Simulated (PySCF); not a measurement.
# Scalar relativity in Si³⁺ (silicon, charge +3)

[Ne] 3s1, 2S determinant; PBE calculated with PySCF 2.14 in dyall-acv3z (19s12p6d4f, 113 functions), once non-relativistic with a point nucleus and once with spin-free X2C-1e and a Gaussian nucleus.

```json
{"shell": "1s α", "ε non-rel. (eV)": "-1818.8", "ε X2C (eV)": "-1822.9", "rms r non-rel. (bohr, spins averaged)": "0.1295", "rms r X2C (bohr, spins averaged)": "0.1290", "change of radius (%)": "-0.39"}
{"shell": "1s β", "ε non-rel. (eV)": "-1818.7", "ε X2C (eV)": "-1822.7", "rms r non-rel. (bohr, spins averaged)": "0.1295", "rms r X2C (bohr, spins averaged)": "0.1290", "change of radius (%)": "-0.39"}
{"shell": "2s α", "ε non-rel. (eV)": "-175.28", "ε X2C (eV)": "-175.93", "rms r non-rel. (bohr, spins averaged)": "0.6204", "rms r X2C (bohr, spins averaged)": "0.6184", "change of radius (%)": "-0.32"}
{"shell": "2s β", "ε non-rel. (eV)": "-174.95", "ε X2C (eV)": "-175.60", "rms r non-rel. (bohr, spins averaged)": "0.6204", "rms r X2C (bohr, spins averaged)": "0.6184", "change of radius (%)": "-0.32"}
{"shell": "2p α", "ε non-rel. (eV)": "-132.11", "ε X2C (eV)": "-132.08", "rms r non-rel. (bohr, spins averaged)": "0.5997", "rms r X2C (bohr, spins averaged)": "0.5993", "change of radius (%)": "-0.07"}
{"shell": "2p β", "ε non-rel. (eV)": "-131.78", "ε X2C (eV)": "-131.75", "rms r non-rel. (bohr, spins averaged)": "0.5997", "rms r X2C (bohr, spins averaged)": "0.5993", "change of radius (%)": "-0.07"}
{"shell": "3s α", "ε non-rel. (eV)": "-40.314", "ε X2C (eV)": "-40.395", "rms r non-rel. (bohr, spins averaged)": "1.968", "rms r X2C (bohr, spins averaged)": "1.964", "change of radius (%)": "-0.20"}
```

The total energy goes from -287.1027 to -287.7131 hartree.

Relativity contracts and stabilises s shells directly. The contracted s shells screen the nucleus better, so for spin-averaged p shells the direct and indirect effects partly cancel.
